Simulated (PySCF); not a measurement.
# Dipole response of Pd²⁺ (palladium, charge +2)

[Kr] 4d8, high-spin 3F determinant. Calculation: PySCF 2.14, in aug-cc-pVTZ-PP with one added diffuse shell each of s, p, d, f, g type with ECP28MDF (7s7p6d4f3g, 113 functions); scalar relativity through the core potential. Coupled (time-dependent) response in atomic units; α is the mean over directions.

```tsv
method	mean α (bohr³)	C₆ (like pair)	S(−4)
B3LYP	6.814	35.72	11.68
TPSSh	6.839	36.08	11.60
```

S(−4) is the Cauchy moment in α(ω) = α(0) + S(−4) ω² + …

Spin-orbit coupling is absent.

α(iu) at B3LYP:

| u (hartree) | α(iu) (bohr³) |
| --- | --- |
| 0 | 6.814 |
| 0.0500 | 6.785 |
| 0.100 | 6.701 |
| 0.200 | 6.398 |
| 0.300 | 5.986 |
| 0.500 | 5.102 |
| 0.750 | 4.154 |
| 1.00 | 3.419 |
| 1.50 | 2.402 |
| 2.00 | 1.759 |
| 3.00 | 1.038 |
| 5.00 | 0.4661 |

A single London oscillator, α(iu) = α/(1 + u²/ω²), gives C₆ = (3/4) ω α². Matching the computed C₆ needs ω = 4 × 35.72 / (3 × 6.814²) = 1.03 hartree.

For an ion, C₆ is the dispersion term alone; charge-induced terms of lower order in 1/R come first.

Energies and moments cover only the electrons outside the core potential.
